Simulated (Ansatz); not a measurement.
Relaxation of AlH5O2Si (9 atoms, charge 0, multiplicity 1), to a largest force component of 0.03 eV/Å in at most 50 steps.

The calculation used RKS B3LYP/6-31G* in Ansatz 0.2.0.

```xyz
9
Properties=species:S:1:pos:R:3
Al -0.026 0.534 -1.026
O 1.161 0.195 1.677
H 1.233 -0.738 1.944
H 1.858 0.300 0.984
O -1.501 -0.353 -0.858
Si -2.839 -1.311 -0.824
H -2.661 -2.441 0.132
H -4.041 -0.537 -0.404
H -3.112 -1.891 -2.170
```

**Question.** Where does it end, and by what steps?

**Answer.** The forces met the threshold. After 27 steps the energy has fallen by 0.259 eV; H3 moved furthest, 1.43 Å. Joined: Al1–O2 (2.97 → 2.22 Å).

```json
{"step": "0", "energy less start (eV)": "0.0000", "largest force component (eV/Å)": "0.735", "accepted": "yes"}
{"step": "1", "energy less start (eV)": "0.0599", "largest force component (eV/Å)": "2.864", "accepted": "no"}
{"step": "2", "energy less start (eV)": "-0.0311", "largest force component (eV/Å)": "0.791", "accepted": "yes"}
{"step": "3", "energy less start (eV)": "-0.0524", "largest force component (eV/Å)": "1.176", "accepted": "yes"}
{"step": "4", "energy less start (eV)": "-0.0543", "largest force component (eV/Å)": "1.865", "accepted": "yes"}
{"step": "5", "energy less start (eV)": "-0.1202", "largest force component (eV/Å)": "0.757", "accepted": "yes"}
{"step": "6", "energy less start (eV)": "-0.1613", "largest force component (eV/Å)": "0.226", "accepted": "yes"}
{"step": "7", "energy less start (eV)": "-0.1885", "largest force component (eV/Å)": "0.289", "accepted": "yes"}
{"step": "8", "energy less start (eV)": "-0.2073", "largest force component (eV/Å)": "0.469", "accepted": "yes"}
{"step": "9", "energy less start (eV)": "-0.2282", "largest force component (eV/Å)": "0.211", "accepted": "yes"}
{"step": "10", "energy less start (eV)": "-0.2210", "largest force component (eV/Å)": "1.057", "accepted": "no"}
{"step": "11", "energy less start (eV)": "-0.2327", "largest force component (eV/Å)": "0.149", "accepted": "yes"}
{"step": "12", "energy less start (eV)": "-0.2441", "largest force component (eV/Å)": "0.114", "accepted": "yes"}
{"step": "13", "energy less start (eV)": "-0.2435", "largest force component (eV/Å)": "0.461", "accepted": "no"}
{"step": "14", "energy less start (eV)": "-0.2490", "largest force component (eV/Å)": "0.044", "accepted": "yes"}
{"step": "15", "energy less start (eV)": "-0.2507", "largest force component (eV/Å)": "0.196", "accepted": "yes"}
{"step": "16", "energy less start (eV)": "-0.2534", "largest force component (eV/Å)": "0.035", "accepted": "yes"}
{"step": "17", "energy less start (eV)": "-0.2541", "largest force component (eV/Å)": "0.104", "accepted": "yes"}
{"step": "18", "energy less start (eV)": "-0.2548", "largest force component (eV/Å)": "0.100", "accepted": "yes"}
{"step": "19", "energy less start (eV)": "-0.2555", "largest force component (eV/Å)": "0.094", "accepted": "yes"}
{"step": "20", "energy less start (eV)": "-0.2561", "largest force component (eV/Å)": "0.099", "accepted": "yes"}
{"step": "21", "energy less start (eV)": "-0.2570", "largest force component (eV/Å)": "0.063", "accepted": "yes"}
{"step": "22", "energy less start (eV)": "-0.2576", "largest force component (eV/Å)": "0.062", "accepted": "yes"}
{"step": "23", "energy less start (eV)": "-0.2581", "largest force component (eV/Å)": "0.057", "accepted": "yes"}
{"step": "24", "energy less start (eV)": "-0.2586", "largest force component (eV/Å)": "0.070", "accepted": "yes"}
{"step": "25", "energy less start (eV)": "-0.2589", "largest force component (eV/Å)": "0.076", "accepted": "yes"}
{"step": "26", "energy less start (eV)": "-0.2592", "largest force component (eV/Å)": "0.045", "accepted": "yes"}
{"step": "27", "energy less start (eV)": "-0.2593", "largest force component (eV/Å)": "0.028", "accepted": "yes"}
```

```xyz
9
Properties=species:S:1:pos:R:3
Al 0.270 0.243 -1.148
O 0.830 0.383 0.994
H 0.096 -0.202 1.272
H 1.661 -0.018 1.301
O -1.096 -0.609 -0.375
Si -2.561 -1.330 -0.600
H -2.556 -2.713 -0.039
H -3.642 -0.572 0.092
H -2.928 -1.424 -2.042
```

Whether the end is a true minimum wasn't checked by a vibrational analysis.

Time of the run: 2.7 min on 1 thread of Arm Neoverse N1 (shared host), peak memory 0.15 GiB.
